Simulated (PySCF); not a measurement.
A calculated (M06-2X, PySCF 2.14, jorge-DZP-DKH, the spin-free X2C one-electron Hamiltonian (Gaussian nucleus)) atom or ion has these occupied shells.

```csv
shell,electrons,orbital energy (eV),"rms radius, mean of both spins (bohr)"
1s α,1,-445.24,0.265
1s β,1,-444.66,0.265
2s α,1,-54.517,1.29
2s β,1,-51.941,1.29
2p α,1,-43.059,1.25
```

Task: Name the element and its charge.

Result: N²⁺ (nitrogen, charge +2), in [He] 2s2 2p1, 2P determinant.
